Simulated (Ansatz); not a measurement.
AsGeH5O, SMILES `O[AsH][GeH3]` at its PBE0-D4/def2-TZVP geometry, where that method's forces vanish. Total charge 0; spin multiplicity 1.

```xyz
8

O    -1.5137   -0.6562    1.0820
As    0.2792   -0.4501    1.2462
Ge    0.6246    0.2833   -1.0465
H    -1.7600   -1.4534    1.5580
H     0.2318    0.9948    1.7470
H     2.0141    0.9384   -1.1471
H    -0.4576    1.2872   -1.4689
H     0.5817   -0.9439   -1.9707
```

Task: What forces (eV/Å) does PBE-D4/def2-TZVPP give on these atoms in Ansatz? (An estimate is asked.)

Result: The calculation gave: 
```
O1  -0.523  0.347 -0.291
As2  0.584 -0.291  0.198
Ge3  0.007  0.030 -0.012
H4  -0.089 -0.401  0.233
H5  -0.007  0.257  0.060
H6   0.140  0.069 -0.026
H7  -0.109  0.108 -0.065
H8  -0.003 -0.119 -0.098
```
